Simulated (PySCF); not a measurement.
Compound: C₆H₁₁O₂ (doublet state).
Atom-mapped SMILES: `[CH3:1][CH2:2][C@@H:3]1[CH2:4][O:5][C@H:6]1[CH2:7][O:8]` (hydrogens: H9, H10, H11 on C1; H12, H13 on C2; H14 on C3; H15, H16 on C4; H17 on C6; H18, H19 on C7)

Geometry (GFN2-xTB, Å), atoms numbered from 1 in this order:
```
atom  x, y, z in Å
C1     2.255   -0.845   -0.021
C2     1.510    0.469    0.185
C3     0.087    0.391   -0.351
C4    -0.793    1.601   -0.020
O5    -1.298    0.930    1.127
C6    -0.904   -0.300    0.589
C7    -2.128   -0.915   -0.253
O8    -2.490   -0.081   -1.194
H9     1.758   -1.658    0.502
H10    2.297   -1.094   -1.079
H11    3.272   -0.766    0.355
H12    1.484    0.721    1.248
H13    2.034    1.272   -0.339
H14    0.070    0.060   -1.388
H15   -1.613    1.673   -0.759
H16   -0.351    2.571    0.203
H17   -0.589   -1.028    1.335
H18   -1.699   -1.862   -0.644
H19   -2.913   -1.130    0.498
```

Computed with UKS B3LYP, pcH-1 on C H O, non-relativistic, mean-field spin-orbit, GIAO (PySCF). Geometry: GFN2-xTB, one conformer, isolated molecule. A GFN2-xTB geometry isn't a minimum of the functional, and hyperfine couplings can be far from their values at a DFT geometry.

Output of the driver script. Atoms in this output count from 0.

```
UKS, coarse grid
  cycle   1  E = -385.40627395  |g| = 7.04e-01
  cycle   2  E = -384.55754518  |g| = 1.56e+00
  cycle   3  E = -385.59170156  |g| = 2.39e-01
  cycle   4  E = -385.59884171  |g| = 2.44e-01
  cycle   5  E = -385.61931254  |g| = 6.37e-02
  cycle   6  E = -385.62067306  |g| = 3.97e-02
  cycle   7  E = -385.62136512  |g| = 1.20e-02
  cycle   8  E = -385.62145663  |g| = 2.82e-03
  cycle   9  E = -385.62146430  |g| = 1.27e-03
  cycle  10  E = -385.62146991  |g| = 8.36e-04
UKS, final grid
  cycle   1  E = -385.62150348  |g| = 8.55e-04
  cycle   2  E = -385.62150637  |g| = 1.34e-03
  cycle   3  E = -385.62150776  |g| = 5.79e-04
  cycle   4  E = -385.62151343  |g| = 5.25e-04
  cycle   5  E = -385.62151798  |g| = 1.93e-04
  cycle   6  E = -385.62151816  |g| = 8.75e-05
  cycle   7  E = -385.62151818  |g| = 8.24e-05
  cycle   8  E = -385.62151818  |g| = 3.41e-05
  cycle   9  E = -385.62151818  |g| = 8.35e-06
E = -385.62151818 Eh   <S^2> = 0.7552 (exact 0.7500)
g shifts (ppm)      1          2          3
  rmc          -288       -288       -288
  gc             -9         42         52
  oz_so         204       4927      36039
  total         -94       4680      35803
hyperfine (MHz)  atom isotope    a_iso     a_fc   dipolar eigenvalues
    0   13C      -0.24      -0.24     -0.27     -0.09      0.36
    1   13C       6.02       6.02     -0.84     -0.83      1.67
    2   13C      -5.23      -5.23     -1.68     -0.83      2.51
    3   13C       8.10       8.10     -4.90     -3.54      8.45
    4   17O      -9.13      -9.13    -34.70     16.99     17.71
    5   13C      73.48      73.48    -17.11    -16.93     34.05
    6   13C     -38.26     -38.26     -8.22      1.77      6.44
    7   17O     -44.17     -44.17   -212.70    105.94    106.76
    8    1H      -0.09      -0.09     -0.97     -0.95      1.92
    9    1H      -0.02      -0.02     -0.75     -0.64      1.39
   10    1H       0.06       0.06     -0.52     -0.44      0.95
   11    1H       0.40       0.40     -1.28     -1.19      2.47
   12    1H       1.51       1.51     -1.04     -0.72      1.77
   13    1H       0.57       0.57     -3.86     -2.78      6.64
   14    1H      46.52      46.52    -11.80     -1.76     13.57
   15    1H      34.68      34.68     -2.99     -2.06      5.05
   16    1H      33.07      33.07     -7.57     -2.55     10.12
   17    1H      89.66      89.66     -5.20     -4.01      9.21
   18    1H      38.53      38.53     -4.40     -4.10      8.50
```

**Question.** The run flagged its g tensor. What set off the flag, and which results does it touch?

**Answer.** The largest g shift is +0.036, past the limit of 0.03 at which the run flags a species of elements up to argon. The orbital-Zeeman/spin–orbit term is second order, a sum of spin–orbit matrix elements over excitation energies, so it grows and becomes less reliable as an excited state comes close; a shift of this size calls for a check with another method. The contact and dipolar couplings don't rest on that expansion, but they belong to the state that the SCF found, and a close-lying state with the spin in another orbital would have other couplings; no stability test was run.

Hardware: one thread, Arm Neoverse V2 (aarch64), no GPU, shared host with 96 logical CPUs at a one-minute load of 70. Cost: 2.0 min (grids of density and orbitals included), 1.1 GiB resident at most.
